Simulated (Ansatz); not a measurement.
Reaction (atomization): `[NH2][GaH][CH2]S` → C• + Ga• + 6 H• + N• + S•

Isolated molecules relaxed with PBE0-D4/def2-TZVP in Ansatz; ΔE leaves out vibrations. CBS: MP2 limit from def2 TZ/QZ plus the TZ coupled-cluster correction, frozen cores. This one scheme is used for every species, atoms too. For atomizations the MP2-based limit and the directly extrapolated one differ by several kJ/mol either way, and by 10 to 25 for some Ge, Se and Sn compounds, so smaller differences from it don't rank the levels. Open shells (•) are unrestricted, without spin–orbit coupling. Spin–orbit coupling would lower the free atoms: a little for C, S; clearly for Ga. Bonds to Ga are less sure, by a few kJ/mol each and by 10 to 20 or more in all where they break to atoms, as the def2 sets lack core-valence functions. Scalar relativity is left out up to krypton. Each species was taken in one conformer, which may not be the lowest.

`[NH2][GaH][CH2]S`:

```xyz
10

N    -1.189    1.689   -0.240
Ga   -0.763   -0.023    0.179
C     0.871   -0.810   -0.589
S     1.997   -0.989    0.832
H    -0.650    2.271   -0.858
H    -1.927    2.205    0.208
H    -1.651   -0.782    1.217
H     1.365   -0.101   -1.255
H     0.767   -1.757   -1.118
H     1.180   -1.703    1.625
```

```csv
level,ΔE (kJ/mol)
HF/CBS(def2),2194.2
MP2/CBS(def2),3197.6
```

Problem. What does CCSD(T)/CBS give? (Estimate.)

Solution. Computed: +3169.0 kJ/mol. The listed levels differ from it by -974.8, 28.6 kJ/mol.

Largest T1 diagnostic among the species: 0.013.

From PBE to PBE0 (25 % exact exchange), in def2-TZVPP and without D4, ΔE moves by −49.0 kJ/mol: exact exchange takes away binding that semilocal exchange gives to molecules. Leaving LDA and LC-ωPBE aside and taking each functional with its dispersion term where it has one, the values, not all of them listed here, spread over 144.0 kJ/mol, from BHLYP-D4 to PBE-D4. LDA lies +443.8 kJ/mol from PBE without D4, its usual overbinding.
